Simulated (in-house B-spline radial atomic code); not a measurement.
**Binding energies in K2+**

NIST's tabulated ground configuration is [Ne] 3s2 3p5; each binding energy is the energy of the ion with one electron taken from that subshell, relaxed, less that of the parent. All numbers are computed (Dirac-Hartree-Fock, average of configuration; Fermi nucleus of rms radius 3.4349 fm) with a B-spline radial code for spherical atoms, not measured. Energies include first-order Breit, QED and recoil terms.

```
subshell  X-ray name  binding energy (eV)  -ε (eV)  relaxation (eV)
      1s           K               3640.6   3674.9             30.3
      2s          L1                411.7    420.6              8.7
      3s          M1                66.69    67.81             1.09
      3p        M2,3                45.58    46.57             0.98
```

Relaxation = -ε minus the binding energy without Breit, QED and recoil terms.

(1) What does it cost to remove both a 2s and a 3p electron?

(2) What does it cost to remove two 1s electrons?

(3) What does it cost to remove two 2s electrons?

Answers

(1) 477.54 eV, which is 20.3 eV more than the two single binding energies together.

(2) 7544.6 eV, which is 263.4 eV more than the two single binding energies together.

(3) 871.66 eV, which is 48.34 eV more than the two single binding energies together.
